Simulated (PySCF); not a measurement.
Start geometry of `CC[C@@H](F)C(=O)[O-]` from GFN2-xTB (Å):
```
atom  x, y, z in Å
C1    -1.7766    0.1139    0.1091
C2    -0.3539    0.5144   -0.1931
C3     0.6240   -0.5731    0.1732
F4     0.3839   -1.7178   -0.5668
C5     2.1376   -0.0548   -0.1034
O6     2.4179    0.1708   -1.2738
O7     2.8111    0.1160    0.9373
H8    -2.4630    0.9359   -0.2145
H9    -1.9364   -0.0262    1.1916
H10   -2.0606   -0.7766   -0.4152
H11   -0.2300    0.7197   -1.2478
H12   -0.0664    1.4202    0.3690
H13    0.5183   -0.8593    1.2241
```

What comes out of this run: PySCF, PBE0-D3(BJ)/def2-SVP geometry optimisation, gas phase?

```
atom  x, y, z in Å
C1    -1.770   -0.259    0.179
C2    -0.459    0.447   -0.127
C3     0.769   -0.419    0.061
F4     0.664   -1.527   -0.777
C5     2.083    0.399   -0.154
O6     2.871   -0.014   -1.014
O7     2.144    1.389    0.605
H8    -2.647    0.379   -0.025
H9    -1.819   -0.565    1.238
H10   -1.863   -1.172   -0.431
H11   -0.458    0.807   -1.171
H12   -0.299    1.329    0.511
H13    0.786   -0.807    1.100
```

The energy falls by 4.6 kcal/mol over 16 energy and gradient evaluations, the largest force component goes from 0.0359 to 4.2e-04 Eh/bohr, and the atoms move by 0.389 Å rms after alignment. The bond that changes most is C3–C5 (sp3 C–F carbon to carboxylate carbon), which shortens by 0.061 Å. Bonds longer at the end by more than 0.005 Å: 7 of 12; shorter: 2. Among the angles that change most is F4–C3–C5, from 109.6° to 113.4°. Among the dihedrals that turn most is C2–C3–C5–O6, from -65° to -123°. Rotational constants go from 4542, 1683, 1567 to 4570, 1880, 1432 MHz. The orientation of the end geometry is arbitrary; only internal coordinates are fixed.

The run used 128 basis functions and 130 SCF cycles in all.

No PBE0-D3(BJ)/def2-SVP frequencies stand behind this structure, so it isn't proved a minimum.

One conformer stands for the species.
